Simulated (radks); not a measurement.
Problem. The mean radii <r> (bohr) of the occupied orbitals of an atom or ion are listed with their occupations. All-electron calculation, scalar-relativistic Kohn-Sham, r2SCAN, spin-polarised, spherical densities, finite nucleus; meta-GGA in the generalised Kohn-Sham scheme; Fermi nuclear charge, rms radius of each element as measured or else 0.836 A^(1/3) + 0.57 fm. Program: a radial shooting solver on a logarithmic mesh with Libxc functionals.

orbital  occ.      <r>
1s down     1  0.04149
1s up       1  0.04149
2s up       1   0.1833
2s down     1   0.1831
2p up       3   0.1600
2p down     3   0.1598
3s up       1   0.5158
3s down     1   0.5173
3p up       3   0.5205
3p down     3   0.5223
3d up       5   0.5097
3d down     3   0.5129
5d up       1    2.647

Name the element and its charge. Open shells, if any, are filled with parallel spins first.

Solution. Z = 36, krypton, charge +9: Kr9+ in [Ar] 3d8 5d1. The 1s radius gives Z: for a bare nucleus <r> = (2 gamma + 1)/(2Z) with gamma = sqrt(1 - (Z/c)^2), 0.04069 bohr for Z = 36, and screening makes it slightly larger (0.04149 here). The occupations add up to 27, and the charge is Z minus that.
